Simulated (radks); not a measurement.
Task: La VII, 51 electrons, occupied as [Kr] 4d10 5s2 5p3 (the NIST ground configuration). Method: Dirac Kohn-Sham, PBE, spin-unpolarised, spherical densities, point nucleus; open shells fill j = l - 1/2 first; computed with a radial shooting solver on a logarithmic mesh with Libxc functionals.

Spin-orbit splittings of the eigenvalues, e(l+1/2) - e(l-1/2), with zeta = 2 splitting/(2l+1) and mean radii in bohr:

shell  occ.  splitting (eV)  zeta (eV)  <r> j=l-1/2  <r> j=l+1/2
2p        6               ?          ?      0.08990      0.09600
3p        6           80.56      53.70       0.2746       0.2866
3d       10           17.24      6.895       0.2577       0.2614
4p        6           17.22      11.48       0.6730       0.6996
4d       10           3.013      1.205       0.7565       0.7657
5p        3           3.250      2.167        1.588        1.641

Estimate the 2p splitting.

Result: 413.2 eV (zeta = 275.4 eV).
